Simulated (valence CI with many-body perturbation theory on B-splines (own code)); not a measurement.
**S III: magnetic and hyperfine properties of the levels**

Level of theory: configuration interaction combined with many-body perturbation theory (CI+MBPT): four valence electrons over a frozen Dirac-Fock core [Ne], a basis of 11 s, 11 p, 9 d, 7 f, 5 g, 2 h, 1 i functions for each j, with the one-electron correlation potential Σ1 (screened to all orders), the two-electron term Σ2, the three-electron term Σ3, Breit, model QED; selected single and double excitations, second order for the rest, scaled by the run's own slope (own B-spline code, finite nucleus).

Set against measurement, 54 paired levels are off by 54 cm⁻¹ on average, the worst by 185. These come from a selection out of NIST levels in Podobedova, Kelleher and Wiese, J. Phys. Chem. Ref. Data 38, 171 (2009). Levels without a partner in it may be off by more. Among the levels kept, up to 400 cm⁻¹ of a level comes from second order outside the variational space, and about a tenth of that is noise between levels of different J, which matters for small intervals. 1 measured level below the end of the list, from 164141 cm⁻¹ on, found no clear computed partner, and computed levels of the same name lie up to 1724 cm⁻¹ from them.

A/g_I is the dipole constant over the nuclear g factor μ/I (μ in nuclear magnetons, uniformly magnetised nucleus), B/Q the quadrupole constant per barn. Both hold the static response of the core; the bare values leave it out. Large factors of s and p1/2 electrons are usually good to 5 to 10 %; those of open d and f shells near neutrality can be off by tens of per cent, and small factors of p3/2, d and f electrons come from cancelling terms and can be off by a factor of two or in sign, in half-filled shells by more. B is blank for J = 1/2, where it vanishes, and for nearly pure S terms. Energies count from the lowest level. Levels with J = 0 are left out.

Names give the largest LS component (configuration and term), which can be under half, so a name can repeat, a term be missing and a line seem to break the LS rules; names also repeat where a configuration has a term twice.

| Level | E (cm⁻¹) | g | A/g_I (MHz) | A/g_I bare | B/Q (MHz/b) | B/Q bare |
| --- | --- | --- | --- | --- | --- | --- |
| 3s²3p² ³P_1 | 299 | 1.501 | 35.7 | 39.2 | 324 | 286 |
| 3s²3p² ³P_2 | 836 | 1.500 | 464 | 420 | -652 | -576 |
| 3s²3p² ¹D_2 | 11383 | 1.001 | 638 | 575 | 1280 | 1130 |
| 3s3p³ ⁵S°_2 | 58508 | 2.002 | 2080 | 1890 |  |  |
| 3s3p³ ³D°_1 | 83930 | 0.499 | -1330 | -1190 | -17.6 | -15.4 |
| 3s3p³ ³D°_2 | 83958 | 1.167 | 921 | 833 | -7.58 | -6.38 |
| 3s3p³ ³D°_3 | 84010 | 1.334 | 1650 | 1480 | -142 | -124 |
| 3s3p³ ³P°_2 | 98726 | 1.499 | 1910 | 1720 | -11.1 | -11.4 |
| 3s3p³ ³P°_1 | 98746 | 1.500 | 2280 | 2050 | -58.2 | -50.6 |
| 3s²3p3d ¹D°_2 | 104069 | 1.002 | 357 | 329 | -337 | -300 |
| 3s²3p3d ³F°_2 | 122070 | 0.666 | 444 | 408 | 495 | 435 |
| 3s²3p3d ³F°_3 | 122356 | 1.083 | 265 | 250 | 537 | 472 |
| 3s²3p3d ³F°_4 | 122751 | 1.250 | 150 | 146 | 726 | 638 |
| 3s3p³ ¹P°_1 | 136971 | 1.109 | 164 | 159 | 20.9 | 17.9 |
| 3s3p³ ³S°_1 | 138195 | 1.893 | -1780 | -1540 | 4.31 | 3.73 |
| 3s²3p3d ³P°_1 | 143106 | 1.498 | 542 | 502 | -135 | -119 |
| 3s²3p3d ³P°_2 | 143117 | 1.499 | 276 | 261 | 300 | 264 |
| 3s²3p4s ³P°_1 | 146796 | 1.436 | 1310 | 1180 | -139 | -123 |
| 3s²3p4s ³P°_2 | 147200 | 1.461 | 693 | 631 | 587 | 519 |
| 3s²3p3d ³D°_1 | 147582 | 0.543 | -157 | -132 | -290 | -256 |
| 3s²3p3d ³D°_2 | 147724 | 1.208 | 314 | 295 | -374 | -330 |
| 3s²3p3d ³D°_3 | 147773 | 1.334 | 399 | 367 | -587 | -519 |
| 3s²3p4s ¹P°_1 | 148434 | 1.025 | 325 | 295 | 647 | 573 |
| 3s3p³ ¹D°_2 | 152105 | 1.001 | 438 | 397 | -210 | -189 |
| 3s²3p3d ¹F°_3 | 157684 | 1.000 | 249 | 230 | 759 | 669 |
| 3s²3p3d ¹P°_1 | 165865 | 1.000 | -36.3 | -26.3 | 52.7 | 47.3 |
| 3s²3p4p ¹P_1 | 167529 | 0.991 | 575 | 518 | -431 | -382 |
| 3s²3p4p ³D_1 | 169760 | 0.514 | 775 | 692 | 264 | 234 |
| 3s²3p4p ³D_2 | 170058 | 1.168 | 511 | 461 | 364 | 323 |
| 3s²3p4p ³D_3 | 170636 | 1.334 | 276 | 254 | 882 | 782 |
| 3s²3p4p ³P_1 | 172735 | 1.521 | -29.1 | -18.6 | 232 | 205 |
| 3s²3p4p ³P_2 | 173137 | 1.497 | 362 | 331 | -348 | -308 |
| 3s²3p4p ³S_1 | 174038 | 1.976 | 283 | 265 |  |  |
| 3s²3p4p ¹D_2 | 176959 | 1.002 | 417 | 377 | 847 | 750 |

Take the isotope of mass number 33, with I = 3/2, μ = 0.64325 μN and Q = -0.0694 b. What is the hyperfine structure of 3s3p³ ³D°_1?

From the table A = -572 MHz, B = 1.22 MHz. Shifts from the centre of gravity in MHz: F = 1/2: 1430, F = 3/2: 571, F = 5/2: -858.
